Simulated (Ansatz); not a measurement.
`[SiH3]OC[TeH]` + `[NH2][GaH][OH]` → `[NH2][GaH][O][SiH3]` + `OC[TeH]`  (ligand exchange at the Si–O bond)

Program: Ansatz. Geometries: PBE0-D4/def2-TZVP. ΔE: electronic, gas phase. CCSD(T)/CBS is the MP2 limit (def2-TZVPP, def2-QZVPP) plus CCSD(T) − MP2 in def2-TZVPP, frozen cores. DFT in def2-TZVPP. B3LYP here is the variant with VWN-RPA as its local correlation; programs differ in this. def2 core potentials past Kr. For Ga, Te outer-core shells are correlated without core-valence functions, which leaves a few kJ/mol of doubt a bond. Scalar relativity is left out up to krypton. Each species was taken in one conformer, which may not be the lowest.

`[SiH3]OC[TeH]`:

Cartesian coordinates in Å:
```
Si 0.784 1.122 -0.663
O -0.677 0.354 -0.747
C -1.170 -0.498 0.230
Te -0.160 -2.416 0.416
H 0.738 2.175 -1.702
H 1.910 0.189 -0.917
H 0.953 1.719 0.692
H -2.198 -0.761 -0.020
H -1.145 -0.052 1.228
H 0.966 -1.831 1.483
```

`[NH2][GaH][OH]`:

```xyz
7

N     1.037   -0.606   -0.160
Ga   -0.643    0.030   -0.403
O    -1.283    1.174    0.814
H     1.638   -0.364    0.609
H     1.478   -1.252   -0.792
H    -1.550   -0.357   -1.595
H    -0.676    1.376    1.528
```

`[NH2][GaH][O][SiH3]`:

Cartesian coordinates in Å:
```
N 1.185 -2.141 -0.662
Ga 1.074 -0.370 -0.352
O -0.564 0.119 0.166
Si -1.380 1.453 0.606
H 2.018 -2.615 -0.962
H 0.402 -2.762 -0.549
H 2.211 0.670 -0.494
H -1.913 1.298 1.987
H -0.509 2.665 0.577
H -2.525 1.683 -0.318
```

`OC[TeH]`:

Cartesian coordinates in Å:
```
O -0.153 -1.217 -0.831
C -0.549 -0.210 0.039
Te 0.374 1.732 -0.307
H 0.800 -1.324 -0.775
H -0.357 -0.437 1.091
H -1.616 -0.053 -0.105
H 1.501 1.509 0.889
```

```csv
level,ΔE (kcal/mol),difference from CCSD(T)/CBS
PBE-D4,-4.4,0.3
r2SCAN-D4,-5.3,-0.6
PBE0-D4,-5.2,-0.5
B3LYP-D4,-4.9,-0.2
ωB97X-V,-5.0,-0.3
ωB97M-V,-4.9,-0.2
B2PLYP,-5.5,-0.8
PBE,-5.0,-0.3
r2SCAN,-5.5,-0.8
PBE0,-5.7,-1.0
B3LYP,-5.9,-1.2
HF/def2-TZVPP,-7.9,-3.2
MP2/def2-TZVPP,-4.8,-0.1
SCS-MP2/def2-TZVPP,-5.3,-0.6
CCSD/def2-TZVPP,-5.6,-0.9
CCSD(T)/def2-TZVPP,-5.2,-0.5
HF/def2-QZVPP,-8.0,-3.3
MP2/def2-QZVPP,-4.5,0.2
SCS-MP2/def2-QZVPP,-5.1,-0.4
HF/CBS(def2),-8.0,-3.3
MP2/CBS(def2),-4.3,0.4
CCSD/CBS(def2),-5.1,-0.4
CCSD(T)/CBS,-4.7,0
```

Largest T1 diagnostic among the species: 0.014.

In def2-TZVPP, CCSD(T) changes the Hartree–Fock value by +2.7 kcal/mol (the triples alone add +0.4 kcal/mol) and MP2 by +3.2 kcal/mol. From PBE to PBE0 (25 % exact exchange), in def2-TZVPP and without D4, ΔE moves by −0.7 kcal/mol.
